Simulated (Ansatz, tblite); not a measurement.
Cost and result up the ladder for B4P4H16, a cluster cut from zinc blende BP (hydrogen-capped) (24 atoms). Charge 0, multiplicity 1. Geometry: r2SCAN-D4/def2-SVP.

Cartesian coordinates in Å:
```
B 0.0107 -0.3055 2.2008
B -0.8607 1.7497 -1.0661
B -1.3170 -1.6526 -0.6881
B 2.1665 0.2082 -0.4471
P -1.0703 -1.6085 1.2416
P -1.7880 0.0800 -1.4383
P 1.7871 -0.0782 1.4398
P 1.0719 1.6067 -1.2425
H 0.1263 -0.6708 3.3557
H -0.5553 0.7653 2.0899
H -1.2603 2.5976 -1.8421
H -1.0847 2.0205 0.0983
H -2.2046 -2.4432 -0.9486
H -0.2432 -1.9601 -1.1696
H 1.8812 -0.8258 -1.0205
H 3.3377 0.5164 -0.5658
H -2.3313 -1.5872 1.8912
H -0.6676 -2.9235 1.5897
H -3.1571 0.3590 -1.1925
H -1.8571 -0.1344 -2.8390
H 2.3905 0.9441 2.2166
H 2.6199 -1.1619 1.8204
H 1.5689 2.8822 -0.8701
H 1.4366 1.6221 -2.6134
```

Ansatz on 2 threads of AMD EPYC 7R13 on a shared host and a share (18 GiB) of an NVIDIA H100 80GB HBM3; xTB runs through tblite on one thread. Times are rough, summed over both states, and most runs start from the orbitals of an earlier one. PBE0-D4/def2-TZVP serves as the yardstick here, not as an exact answer. The other state is a doublet.

The xTB rows come from tblite.

Raw xTB energies of ions are shifted by several eV.

```
                         level  functions  vertical IE (eV)  difference from PBE0-D4/def2-TZVP (eV)
                      GFN2-xTB         68             12.28                                    2.88
             PBE0-D4/def2-TZVP        368              9.40                                    0.00
                      GFN1-xTB         84             13.26                                    3.85
                  HF/def2-TZVP        368              9.51                                    0.11
PBE-D4/def2-TZVP (with forces)        368              8.90                                   -0.50
```

Task: Estimate how long each takes.

Result: GFN2-xTB 0.038 s; GFN1-xTB 0.058 s; PBE-D4/def2-TZVP (with forces) 11 s; HF/def2-TZVP 13 s; PBE0-D4/def2-TZVP 16 s. On shared hardware such times vary by a factor of up to 3.
